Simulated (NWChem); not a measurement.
## Total energies of BeF₂

```
Be
F 1 1.3865
F 1 1.3865 2 180.00
```
Charge 0, spin multiplicity 1.

Everything below was run with NWChem. All single points use one geometry, from B3LYP/def2-SVP, a minimum by its harmonic frequencies.

Basis set: cc-pVDZ (42 functions).

```json
[
 {"method": "RHF", "total energy (Ha)": "-213.67913"},
 {"method": "MP2", "total energy (Ha)": "-214.09905"},
 {"method": "B2PLYP", "total energy (Ha)": "-214.43827"},
 {"method": "PBE", "total energy (Ha)": "-214.36882"},
 {"method": "B3LYP", "total energy (Ha)": "-214.60194"},
 {"method": "r2SCAN", "total energy (Ha)": "-214.50029"},
 {"method": "CCSD(T)", "total energy (Ha)": "-214.10729"}
]
```

Total energies of different functionals aren't comparable as a measure of quality: only differences taken within one method are. 

The correlated methods keep 3 core orbitals frozen. B3LYP has NWChem's definition, with VWN1-RPA local correlation. The structure started from a generated list of species. Coupled-cluster values serve here as a point of comparison, not as the truth.
